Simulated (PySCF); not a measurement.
# Dipole moment and polarisability of (MgTe)5 ring

(MgTe)5 ring, Mg5Te5.
Cartesian coordinates in Å at the PBE0-D3(BJ)/def2-SVP level; atoms count from 1:
```xyz
10
Mg5Te5 angstrom
Mg    -1.5151   -2.1165    1.7527
Te     0.5575   -1.9544    3.3314
Mg     2.0291   -1.9445    1.1765
Te     3.2638   -1.7236   -1.1125
Mg     2.8492    0.8453   -0.9027
Te     2.2623    3.3437   -0.4611
Mg    -0.2218    2.8850   -1.1230
Te    -2.7103    2.5987   -1.8411
Mg    -2.9428    0.2059   -0.8265
Te    -3.4472   -2.2163    0.0107
```

Level: wB97X-D/def2-SVPD (PySCF), static field, nuclei fixed, core orbitals frozen in the response. The polarisability tensor in these axes (au):

```
x   422.63   6.53   8.92
y     6.53 402.76 -39.61
z     8.92 -39.61 351.15
```

Q: Diagonalise the tensor; give its mean and Δα, where Δα² is half the sum of the squared differences of the eigenvalues.

A: Principal values 328.41, 422.58 and 425.56 au; mean 392.18 au = 58.12 Å³ = 64.66 × 10⁻⁴⁰ C²·m²/J; Δα = 95.69 au (24 % of the mean).

Q: What is the dipole moment, and where does it point?

A: (0.72, -0.45, 0.38) D, 0.93 D in size, pointing from the negative to the positive side. Measured along this direction, the outermost atoms are Te8 at the negative end and Mg3 and Te4 at the positive end.

Q: Estimate the molar refractivity from the static electronic polarisability.

A: Lorentz–Lorenz: R = (4π/3)N_A α = 2.5225 cm³/(mol·Å³) × 58.12 Å³ = 146.6 cm³/mol, in the limit of long wavelengths.

Q: Give the principal axes and the span of the nuclei along them.

A: Largest value along (0.66, 0.69, -0.29), where the nuclei span 7.76 Å; middle along (0.74, -0.55, 0.39), 7.17 Å; least along (-0.12, 0.47, 0.87), 4.08 Å. The response follows the extents in order.

Q: Refractivity n − 1 of an ideal gas of it at 350 K and 1 atm, from the electronic α?

A: N = p/kT = 2.0968 × 10¹⁹ cm⁻³, so n − 1 = 2π × N × 58.12 × 10⁻²⁴ cm³ = 7657 × 10⁻⁶ at long wavelengths.

Q: In TDDFT the mean static polarisability is Σ f/ω² over all singlet excitations (ω in hartree). How much of it do the 10 lowest give? Their energies (eV) and oscillator strengths: 3.27, 0.0020; 3.46, 0.0077; 3.51, 0.0438; 3.60, 0.0334; 3.64, 0.0128; 3.93, 0.0020; 4.02, 0.0031; 4.05, 0.0072; 4.08, 0.0057; 4.13, 0.0318.

A: They add up to 8.07 au, 2.1 % of the 392.18 au; the largest single term is 2.64 au, from the state at 3.51 eV. Terms in order: 0.14, 0.48, 2.64, 1.90, 0.72, 0.10, 0.14, 0.33, 0.25, 1.38 au. Higher excitations give the rest. The strengths listed sum to 0.150.

Isolated species at its PBE0-D3(BJ)/def2-SVP geometry, gas phase. Atoms past krypton carry effective core potentials; spin–orbit coupling is left out.
